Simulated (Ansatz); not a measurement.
[TaO2Cl2]- (TaCl2O2⁻). The state is a singlet with charge -1. Geometry PBE-D4/def2-SVPD.

```tsv
atom	x (Å)	y (Å)	z (Å)
Ta1	-0.0006	-0.0794	0.0625
O2	1.3126	-1.2456	0.3075
O3	-1.3254	-0.5806	1.1292
Cl4	-0.7463	-0.2059	-2.2292
Cl5	0.7597	2.1115	0.7300
```

In the def2 sets Ta takes a core potential; there is no spin–orbit coupling.

(1) Estimate the orbital energies around the gap (eV) in Ansatz with PBE-D4/def2-TZVPD, r2SCANh-D4/def2-TZVPD, PBE0-D4/def2-SVPD, PBE0-D4/def2-TZVPD, ωB97X-V/def2-TZVPD.

Results:

(1) 
```csv
orbital,PBE-D4/def2-TZVPD,r2SCANh-D4/def2-TZVPD,PBE0-D4/def2-SVPD,PBE0-D4/def2-TZVPD,ωB97X-V/def2-TZVPD
HOMO−13,-15.73,-17.58,-18.38,-18.33,-21.25
HOMO−12,-15.64,-17.48,-18.29,-18.24,-21.14
HOMO−11,-5.29,-6.22,-6.91,-6.79,-9.31
HOMO−10,-4.97,-5.92,-6.59,-6.47,-8.97
HOMO−9,-4.34,-5.28,-6.04,-5.90,-8.49
HOMO−8,-4.33,-5.26,-5.99,-5.87,-8.47
HOMO−7,-4.33,-5.25,-5.96,-5.86,-8.47
HOMO−6,-4.04,-5.02,-5.84,-5.70,-8.28
HOMO−5,-3.86,-4.76,-5.36,-5.30,-7.82
HOMO−4,-3.41,-4.34,-5.02,-4.94,-7.42
HOMO−3,-3.01,-3.84,-4.60,-4.48,-6.94
HOMO−2,-2.98,-3.84,-4.55,-4.42,-6.83
HOMO−1,-2.90,-3.71,-4.42,-4.30,-6.74
HOMO,-1.90,-2.77,-3.54,-3.41,-5.83
LUMO,2.12,2.58,2.81,2.89,4.18
LUMO+1,2.64,3.29,3.35,3.11,4.39
LUMO+2,3.00,3.59,3.83,3.46,4.91
LUMO+3,3.10,3.64,3.85,3.97,5.15
LUMO+4,3.50,4.04,4.40,4.19,5.19
LUMO+5,3.75,4.34,4.76,4.19,5.62
```
